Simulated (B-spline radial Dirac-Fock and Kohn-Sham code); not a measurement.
Elastic and transport cross sections of molybdenum for electrons

The computed values come from a radial B-spline solver: relativistic (Dirac) partial waves in the static field of the Dirac-Fock atom with Furness-McCarthy exchange, without polarisation or absorption potentials. σ_tr1 and σ_tr2 weight the cross section with 1 − P₁ and 1 − P₂ of cos θ; "backward" is the share scattered beyond 90°.

| energy (eV) | σ (a₀²) | σ_tr1 (a₀²) | σ_tr2 (a₀²) | σ/σ_tr1 | backward (%) |
| --- | --- | --- | --- | --- | --- |
| 3470 | 4.60 | 0.330 | 0.507 | 14.0 | 2.3 |
| 4850 | 3.75 | 0.202 | 0.343 | 18.5 | 1.6 |
| 5000 | ? | ? | ? | ? | ? |
| 5110 | 3.63 | 0.187 | 0.321 | 19.4 | 1.5 |
| 5230 | 3.58 | 0.181 | 0.312 | 19.8 | 1.4 |
| 7240 | 2.90 | 0.111 | 0.206 | 26.2 | 0.94 |
| 8090 | 2.70 | 0.0936 | 0.178 | 28.8 | 0.82 |
| 10000 | 2.34 | 0.0675 | 0.133 | 34.7 | 0.62 |
| 10800 | 2.22 | 0.0598 | 0.120 | 37.2 | 0.56 |
| 11300 | 2.16 | 0.0557 | 0.112 | 38.7 | 0.53 |
| 13300 | 1.93 | 0.0431 | 0.0893 | 44.7 | 0.42 |
| 16300 | 1.67 | 0.0312 | 0.0665 | 53.5 | 0.32 |
| 17800 | 1.57 | 0.0271 | 0.0584 | 57.9 | 0.29 |

**Question.** Fill in the row for 5 keV.

**Answer.** σ = 3.68 a₀², σ_tr1 = 0.194 a₀², σ_tr2 = 0.330 a₀², σ/σ_tr1 = 19.0, backward 1.5 %. The ratio σ/σ_tr1 is roughly the number of elastic collisions that randomise the direction.
